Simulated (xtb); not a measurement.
xtb input (GFN1-xTB):

```bash
xtb mol.xyz --gfn 1 --sp --chrg 0 --uhf 0
```
mol.xyz:
```
2

Zn    -0.00000000    -0.00000000    -0.36065419
O      0.00000000     0.00000000     1.35245321
```

Output:

```
           -------------------------------------------------
          |                Calculation Setup                |
           -------------------------------------------------

           -------------------------------------------------
          |                 G F N 1 - x T B                 |
           -------------------------------------------------

        Reference                      10.1021/acs.jctc.7b00118
      * Hamiltonian:
        H0-scaling (s, p, d)           1.850000    2.250000    2.000000
        zeta-weighting                 0.000000
      * Dispersion:
        s8                             2.400000
        a1                             0.630000
        a2                             5.000000
        s9                             0.000000
      * Repulsion:
        kExp                           1.500000
        rExp                           1.000000
      * Coulomb:
        alpha                          2.000000
        third order                    atomic
        anisotropic                    false
      * Halogen bond correction:
        rad-scale                      1.300000
        damping                        0.440000

          ...................................................
          :                      SETUP                      :
          :.................................................:
          :  # basis functions                   8          :
          :  # atomic orbitals                   8          :
          :  # shells                            4          :
          :  # electrons                         8          :
          :  # halogen bonds                     0          :
          :  max. iterations                   250          :
          :  Hamiltonian                  GFN1-xTB          :
          :  restarted?                      false          :
          :  GBSA solvation                  false          :
          :  PC potential                    false          :
          :  electronic temp.          300.0000000     K    :
          :  accuracy                    1.0000000          :
          :  -> integral cutoff          0.2500000E+02      :
          :  -> integral neglect         0.1000000E-07      :
          :  -> SCF convergence          0.1000000E-05 Eh   :
          :  -> wf. convergence          0.2000000E-04 e    :
          :  Broyden damping             0.4000000          :
          :  net charge                          0          :
          :  unpaired electrons                  0          :
          ...................................................

 iter      E             dE          RMSdq      gap      omega  full diag
   1     -5.4046845 -0.540468E+01  0.719E+00    2.79       0.0  T
   2     -5.3912431  0.134415E-01  0.350E+00    2.30       1.0  T
   3     -5.3456697  0.455734E-01  0.583E+00    3.31       1.0  T
   4     -5.4116288 -0.659592E-01  0.499E-01    2.65       1.0  T
   5     -5.4124226 -0.793784E-03  0.163E-01    2.60       1.0  T
   6     -5.4124951 -0.724657E-04  0.543E-02    2.59       1.3  T
   7     -5.4125043 -0.917221E-05  0.127E-03    2.58      55.5  T
   8     -5.4125043 -0.516402E-08  0.665E-06    2.58   10638.1  T
   9     -5.4125043 -0.136779E-12  0.150E-08    2.58  100000.0  T

   *** convergence criteria satisfied after 9 iterations ***

         #    Occupation            Energy/Eh            Energy/eV
      -------------------------------------------------------------
         1        2.0000           -0.6681858             -18.1823
         2        2.0000           -0.4876987             -13.2710
         3        2.0000           -0.4486124             -12.2074
         4        2.0000           -0.4486124             -12.2074 (HOMO)
         5                         -0.3536323              -9.6228 (LUMO)
         6                         -0.1736850              -4.7262
         7                         -0.1736850              -4.7262
         8                          0.0259925               0.7073
      -------------------------------------------------------------
                  HL-Gap            0.0949800 Eh            2.5845 eV
             Fermi-level           -0.4011223 Eh          -10.9151 eV

 SCC (total)                   0 d,  0 h,  0 min,  0.002 sec
 SCC setup                      ...        0 min,  0.000 sec (  6.000%)
 Dispersion                     ...        0 min,  0.000 sec (  2.661%)
 classical contributions        ...        0 min,  0.000 sec (  1.227%)
 integral evaluation            ...        0 min,  0.000 sec ( 14.575%)
 iterations                     ...        0 min,  0.001 sec ( 55.412%)
 molecular gradient             ...        0 min,  0.000 sec ( 11.987%)
 printout                       ...        0 min,  0.000 sec (  7.439%)

         :::::::::::::::::::::::::::::::::::::::::::::::::::::
         ::                     SUMMARY                     ::
         :::::::::::::::::::::::::::::::::::::::::::::::::::::
         :: total energy              -5.405371420416 Eh    ::
         :: gradient norm              0.046451171032 Eh/a0 ::
         :: HOMO-LUMO gap              2.584538311942 eV    ::
         ::.................................................::
         :: SCC energy                -5.412504258438 Eh    ::
         :: -> electrostatic           0.068175703179 Eh    ::
         :: repulsion energy           0.007331704654 Eh    ::
         :: dispersion energy         -0.000198866632 Eh    ::
         :: halogen bond corr.         0.000000000000 Eh    ::
         :: add. restraining           0.000000000000 Eh    ::
         :: total charge               0.000000000000 e     ::
         :::::::::::::::::::::::::::::::::::::::::::::::::::::

           -------------------------------------------------
          |                Property Printout                |
           -------------------------------------------------

    * Orbital Energies and Occupations

         #    Occupation            Energy/Eh            Energy/eV
      -------------------------------------------------------------
         1        2.0000           -0.6681858             -18.1823
         2        2.0000           -0.4876987             -13.2710
         3        2.0000           -0.4486124             -12.2074
         4        2.0000           -0.4486124             -12.2074 (HOMO)
         5                         -0.3536323              -9.6228 (LUMO)
         6                         -0.1736850              -4.7262
         7                         -0.1736850              -4.7262
         8                          0.0259925               0.7073
      -------------------------------------------------------------
                  HL-Gap            0.0949800 Eh            2.5845 eV
             Fermi-level           -0.4011223 Eh          -10.9151 eV

  Mulliken/CM5 charges         n(s)   n(p)   n(d)
     1Zn    0.55964  0.66942   0.946  0.494  0.000
     2O    -0.55964 -0.66942   1.792  4.768  0.000

Wiberg/Mayer (AO) data.
largest (>0.10) Wiberg bond orders for each atom

 ---------------------------------------------------------------------------
     #   Z sym  total        # sym  WBO       # sym  WBO       # sym  WBO
 ---------------------------------------------------------------------------
     1  30 Zn   1.901 --     2 O    1.901
     2   8 O    1.901 --     1 Zn   1.901
 ---------------------------------------------------------------------------

Topologies differ in total number of bonds
Writing topology from bond orders to xtbtopo.mol

 dipole moment from electron density (au)
     X       Y       Z
  -0.0000   0.0000  -2.5523  total (Debye):    6.487

           -------------------------------------------------
          | TOTAL ENERGY               -5.405371420416 Eh   |
Note: The following floating-point exceptions are signalling: IEEE_DENORMAL
normal termination of xtb
          | GRADIENT NORM               0.046451171032 Eh/α |
          | HOMO-LUMO GAP               2.584538311942 eV   |
           -------------------------------------------------

------------------------------------------------------------------------
------------------------------------------------------------------------
 total:
 SCF:
```
